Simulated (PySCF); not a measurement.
**Two-component Hartree-Fock for Ar (argon, neutral)**

Start: [Ar]. Calculated with PySCF 2.14 in an uncontracted even-tempered set (20 s from 0.0085 bohr⁻², ratio 2.8; 15 p from 0.011 bohr⁻², ratio 2.8; 5 d from 0.91 bohr⁻², ratio 3): generalised Hartree-Fock with the X2C-1e Hamiltonian and a Gaussian nucleus; one run each with spin-orbit coupling (SO) switched off, then screened by Boettger's factors, then bare.

```tsv
spinor shell	electrons	ε, spin-free (eV)	ε, screened SO (eV)	ε, bare SO (eV)	weight of nominal j (screened SO)	rms radius, screened SO (bohr)
1s1/2	2	-3240.6	-3240.6	-3240.6	1.000	0.0992
2s1/2	2	-337.69	-337.69	-337.69	1.000	0.446
2p1/2	2	-260.57	-262.15	-262.34	1.000	0.415
2p3/2	4	-260.57	-259.79	-259.70	1.000	0.418
3s1/2	2	-35.003	-35.003	-35.003	1.000	1.53
3p1/2	2	-16.065	-16.206	-16.224	1.000	1.81
3p3/2	4	-16.065	-15.995	-15.986	1.000	1.82
```

```json
{"quantity": "E (hartree)", "spin-free": "-528.61649", "screened SO": "-528.61821", "bare SO": "-528.61867"}
{"quantity": "M_J", "spin-free": "0", "screened SO": "0", "bare SO": "0"}
{"quantity": "⟨J²⟩", "spin-free": "0.000", "screened SO": "0.000", "bare SO": "0.000"}
{"quantity": "⟨L²⟩", "spin-free": "0.000", "screened SO": "0.000", "bare SO": "0.000"}
{"quantity": "⟨S²⟩", "spin-free": "0.000", "screened SO": "0.000", "bare SO": "0.000"}
```

Without spin-orbit coupling the j labels of p, d and f shells carry no meaning; the spin-free column gives the mean over the occupied spinors of each nl shell.
